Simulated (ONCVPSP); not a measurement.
B (Z = 5): ONCV pseudisation with PBEsol, scalar-relativistic reference atom.

* Element: B (Z = 5)
* Generator: ONCVPSP 4.0.1
* Type: optimised norm-conserving Vanderbilt (ONCV)
* Functional: PBEsol
* Relativity: scalar-relativistic
* Frozen core: [He]
* Valence charge: 3
* Reference configuration: 2s2 2p1
* Partial waves: 2s: rc 1.54 bohr, ncon 4, nbas 8, qcut 4.2 1/bohr, 2 projectors, debl 0.9 Ha; 2p: rc 4.38 bohr, ncon 5, nbas 8, qcut 3 1/bohr, 1 projector; d scattering state at 0.09 Ha: rc 3.40 bohr, ncon 4, nbas 7, qcut 3.1 1/bohr, 3 projectors, debl 0.6 Ha
* Local potential: polynomial inside 1.10 bohr (lpopt 5, dvloc0 6 Ha)
* Core correction: polynomial model core, fcfact 0.6

Poles of the logarithmic derivatives, all-electron (AE) and pseudo (PS). s: poles at 1.8 (AE) and 1.8 (PS) Ha. p: poles at -0.1, 0.7, 2.0, 3.8 (AE) and -0.1, 0.8, 2.5, 4.6 (PS) Ha. d: poles at 0.9, 2.6 (AE) and 0.9, 2.6 (PS) Ha. Test radii: s 1.56, p 4.45, d 3.46 bohr.

- Cutoffs needed: 9.7 Ha and 61 Ha (the cutoffs (Ha) at which the residual kinetic energy of the hardest occupied pseudo-wave falls to 1 and 0.1 mHa per electron)
- Ghost test: no bound ghost flagged; no localised positive-energy state flagged
- Largest excitation error: +833 meV (all-electron minus pseudo) for 2s1 2p0, out of 4 test configurations
- rms error of d²Exc/dni dnj: 0.98 mHa without and 0.87 mHa with the model core
